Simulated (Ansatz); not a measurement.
`F[C]1(S)[O][AlH]1` + H₂ → `F[CH]1[O][AlH]1` + H₂S at 500 K and 1 bar (hydrogenolysis of a C–S bond).

Isolated molecules relaxed with PBE0-D4/def2-TZVP in Ansatz; ΔE leaves out vibrations. CCSD(T)/CBS is the MP2 limit (def2-TZVPP, def2-QZVPP) plus CCSD(T) − MP2 in def2-TZVPP, frozen cores. This one scheme is used for every species. Each species was taken in one conformer, which may not be the lowest.

```tsv
species	CCSD(T)/CBS energy (Eh)	H − E (kJ/mol)	S (J/(mol·K))
`F[C]1(S)[O][AlH]1`	-853.97076	113.4	381.7
H₂	-1.17544	41.0	145.5
`F[CH]1[O][AlH]1`	-456.19352	106.3	327.2
H₂S	-398.97279	57.0	224.0
```

H − E and S are ideal-gas, rigid-rotor, harmonic terms from PBE0-D4/def2-TZVP, for one conformer and one mirror image of each species. The MP2-based limit puts H₂ 0.8 mEh under its directly extrapolated value; such offsets cancel only in part. 1 Eh = 2625.50 kJ/mol, R = 8.31446 J/(mol·K).

Task: By hand: ΔE, ΔH, ΔS and ΔG.

Result: ΔE = (-456.19352) + (-398.97279) − (-853.97076) − (-1.17544) = -0.02011 Eh = -52.8 kJ/mol. Δ(H − E) = 106.3 + 57.0 − 113.4 − 41.0 = 8.9, so ΔH = -43.9 kJ/mol. ΔS = 327.2 + 224.0 − 381.7 − 145.5 = 24.0 J/(mol·K). ΔG = -43.9 − 500 × (24.0)/1000 = -55.9 kJ/mol.

Task: By hand: the equilibrium constant, and the temperature at which ΔG would vanish if ΔH and ΔS stayed fixed.

Result: log₁₀ K = −ΔG/(RT ln 10) = 5.8. ΔH and −TΔS have one sign here, so there is no such temperature.

ΔH outweighs TΔS. A doubt of 5 kJ/mol in ΔE shifts log₁₀ K by 0.5 here. Other conformers and mirror images would add mixing entropy, several J/(mol·K) or more a flexible species. These are equilibria of isolated gas molecules and say nothing of rates. Largest T1 diagnostic: 0.017 (customary marks: 0.02 for closed shells, 0.045 for open ones).
